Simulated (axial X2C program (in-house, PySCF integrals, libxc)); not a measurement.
**Outer orbitals of TeSe at 2.363 Å, TPSSh**

All values were computed with an in-house all-electron X2C program for linear molecules (integrals from PySCF). Spin-free means the one-electron spin-free X2C Hamiltonian; two-component (2c) means X2C with spin–orbit coupling and atomic mean-field two-electron Coulomb and Gaunt terms, so the difference of the two also holds small scalar two-electron terms. Basis: Te dyall-cv3z [11s12p8d4f1g], Se dyall-cv3z [8s9p6d4f1g] (cores contracted in-house); Gaussian nuclei, density fitting, unrestricted open shells. Masses: Te 129.906 u, Se 79.917 u.

The distance is close to the 2c PBE0 minimum; the highest filled and lowest empty levels are listed.

Spin-free orbitals, state M_S = 1, Λ = 0 (beyond evenly filled blocks: π+α, π-α) (Löwdin shares):

```tsv
symmetry	occupied	ε (eV)	atomic character
σα	yes	-19.67	63% Se s, 24% Te s, 6% Te p
σβ	yes	-18.97	60% Se s, 25% Te s, 7% Te p
σα	yes	-15.85	60% Te s, 21% Se s, 10% Se p
σβ	yes	-14.78	57% Te s, 24% Se s, 11% Se p
σα	yes	-9.05	48% Se p, 42% Te p, 5% Te s
σβ	yes	-8.66	46% Se p, 41% Te p, 6% Te s
π+α	yes	-8.31	52% Se p, 45% Te p
π-α	yes	-8.31	52% Se p, 45% Te p
π+β	yes	-7.28	52% Se p, 44% Te p, 2% Te d
π-β	yes	-7.28	52% Se p, 44% Te p, 2% Te d
π+α	yes	-5.99	52% Te p, 43% Se p, 3% Te d
π-α	yes	-5.99	52% Te p, 43% Se p, 3% Te d
π+β	no	-4.13	52% Te p, 42% Se p, 3% Te d
π-β	no	-4.13	52% Te p, 42% Se p, 3% Te d
σα	no	-1.85	39% Te p, 27% Se p, 17% Te d
σβ	no	-1.45	38% Te p, 26% Se p, 17% Te d
```

Spinors with spin–orbit coupling (state Ω = 1):

| ω | occupied | ε (eV) | atomic character | λ mixture |
| --- | --- | --- | --- | --- |
| 1/2 | yes | -19.67 | 63% Se s, 24% Te s, 6% Te p | 100% σ |
| -1/2 | yes | -18.97 | 60% Se s, 25% Te s, 7% Te p | 100% σ |
| 1/2 | yes | -15.84 | 60% Te s, 21% Se s, 10% Se p | 100% σ |
| -1/2 | yes | -14.78 | 58% Te s, 24% Se s, 11% Se p | 100% σ |
| 1/2 | yes | -9.07 | 47% Se p, 43% Te p, 5% Te s | 99% σ, 1% π |
| -1/2 | yes | -8.74 | 47% Te p, 42% Se p, 5% Te s | 84% σ, 16% π |
| -1/2 | yes | -8.45 | 54% Se p, 42% Te p | 86% π, 14% σ |
| 3/2 | yes | -8.13 | 55% Se p, 42% Te p | 100% π |
| 1/2 | yes | -7.46 | 50% Se p, 46% Te p | 99% π, 1% σ |
| -3/2 | yes | -7.12 | 55% Se p, 41% Te p, 2% Te d | 100% π |
| -1/2 | yes | -6.16 | 49% Te p, 46% Se p, 3% Te d | 99% π, 1% σ |
| 3/2 | yes | -5.77 | 55% Te p, 40% Se p, 3% Te d | 100% π |
| 1/2 | no | -4.31 | 49% Te p, 45% Se p, 3% Te d | 99% π, 1% σ |
| -3/2 | no | -3.92 | 55% Te p, 39% Se p, 3% Te d | 100% π |
| 1/2 | no | -1.83 | 39% Te p, 26% Se p, 17% Te d | 100% σ |
| -1/2 | no | -1.44 | 39% Te p, 26% Se p, 17% Te d | 100% σ |

Task: How does the gap between the highest filled and lowest empty level change from the spin-free to the 2c table?

Result: From 1.86 to 1.46 eV at TPSSh, a change of -0.40 eV.

Mulliken charges and populations of the two-component result (they depend on the basis, above all on diffuse functions):

Te 0.15 e (s 9.94 p 21.80 d 20.09 f 0.02), Se -0.15 e (s 7.96 p 16.11 d 10.07 f 0.01). ⟨Lz⟩ = 0.01 ħ and ⟨Sz⟩ = 0.99 ħ (0.55 and 0.45 on the two atoms), which add up to Ω.

One determinant describes the state; a PBE0 search over occupations chose it and may have missed a lower one. Density functionals use the spin component along the axis (collinear). Other states lie close and PBE0, whose exact exchange favours high spin, may order them wrongly; the determinant shown need not be the ground state. The nearest other spin-free determinant of the search, M_S = 0, Λ = 2, lies 0.57 eV up at the distance of the search. With several unpaired electrons one determinant need not be a pure state. Open-shell Ω = 0 determinants with evenly filled partner blocks cannot be reached by this program, so the Ω shown need not be the lowest component. This is the Ω = 1 component of a π² triplet; the 0⁺ component is not one determinant and can lie lowest.
